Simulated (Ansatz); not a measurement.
Stepwise reaction of `N[Si](F)(F)S` with hydrogen, as a gas-phase model of exchange steps in deposition or etching. ΔE in kJ/mol; ΔG adds harmonic PBE0-D4 terms to CCSD(T)/CBS, at 1 bar.

Computed with Ansatz on PBE0-D4/def2-TZVP structures; ΔE is electronic, products minus reactants. CCSD(T)/CBS is the MP2 limit (def2-TZVPP, def2-QZVPP) plus CCSD(T) − MP2 in def2-TZVPP, frozen cores. This one scheme is used for every species. Functionals use def2-TZVPP. B3LYP here is the variant with VWN-RPA as its local correlation; programs differ in this. Each species was taken in one conformer, which may not be the lowest.

| step | reaction | PBE-D4 | B3LYP-D4 | ωB97M-V | CCSD(T)/CBS | ΔG(500 K) |
| --- | --- | --- | --- | --- | --- | --- |
| 1 | `N[Si](F)(F)S` + H₂ → `N[SiH](F)S` + H–F | 126.5 | 135.5 | 136.2 | 131.9 | 131.1 |
| 2 | `N[SiH](F)S` + H₂ → `N[SiH2]S` + H–F | 133.9 | 142.1 | 143.2 | 138.1 | 130.9 |

(1) By hand: ΔE of the 2 steps together at CCSD(T)/CBS.

Answers

(1) (131.9) + (138.1) = 270.0 kJ/mol, or 135.0 kJ/mol a step.

In ΔE each step is higher than the one before. All are uphill at CCSD(T)/CBS. ΔG lies between 130.9 and 131.1 kJ/mol a step. PBE-D4 differs from CCSD(T)/CBS by -5.4 to -4.2 kJ/mol a step. Only this route is followed, and other bonds may react first. Isolated molecules leave out the surface, adducts and barriers. Largest T1 diagnostic: 0.011.
